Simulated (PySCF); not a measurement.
**How methods differ on the interval between two levels of Sn³⁺**

Sn³⁺ [Kr] 4d10 5s1 [2S1/2, M_J = 1/2] → Sn³⁺ [Kr] 4d9 5s2 [2D5/2, M_J = 5/2], as a difference of total energies. Computed with PySCF 2.14 in x2c-SVPall-2c with one added diffuse shell each of s, p type (7s9p4d, 54 functions), with the two-component X2C-1e Hamiltonian. Correlated levels: [Ar] 3d10 frozen; the 6 highest virtual spinors dropped. "Screened" scales the spin-orbit matrix elements by Boettger's factors to mimic the two-electron term; Breit and QED terms are absent.

```csv
method,interval between two levels (cm⁻¹)
GHF (spin-free),183420
GMP2 (spin-free),178930
GHF (screened spin-orbit),179970
GMP2 (screened spin-orbit),175440
```
